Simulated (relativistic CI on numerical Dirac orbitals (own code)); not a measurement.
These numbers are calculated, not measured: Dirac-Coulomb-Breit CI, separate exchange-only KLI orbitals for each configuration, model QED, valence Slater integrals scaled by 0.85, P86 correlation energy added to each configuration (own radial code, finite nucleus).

Configuration list (outside the closed core [Ne]): 3s2 3p6 3d7, 3s2 3p6 3d6 4s, 3s2 3p6 3d6 4p, 3s2 3p5 3d8, 3s2 3p6 3d6 4d, 3s2 3p6 3d6 5s, 3s2 3p6 3d6 5p, 3s2 3p6 3d5 4s2, 3s2 3p6 3d6 4f, 3s2 3p6 3d6 5d, 3s2 3p6 3d6 6s, 3s2 3p6 3d6 6p, 3s2 3p6 3d5 4s 4p, 3s2 3p6 3d6 5f, 3s2 3p6 3d6 5g, 3s2 3p4 3d9, 3s2 3p6 3d6 6d, 3s 3p6 3d8, 3s2 3p6 3d5 4p2, 3s2 3p6 3d5 4s 4d. Levels of other configurations are missing.

At this charge configurations can still be misplaced by up to about 7 % of their energy. 63 of the 63 excited levels that our extract of the measured tables holds in this range could be paired (the sources list more); they are missed by 1918 cm⁻¹ on average and 6265 at most, and levels without a partner can miss by more.

Outline of the computed level scheme of Cu V. Lowest level of each configuration: 3s2 3p6 3d7 4F_9/2 at 0.0000 eV; 3s2 3p6 3d6 4s 6D_9/2 at 23.6614 eV.
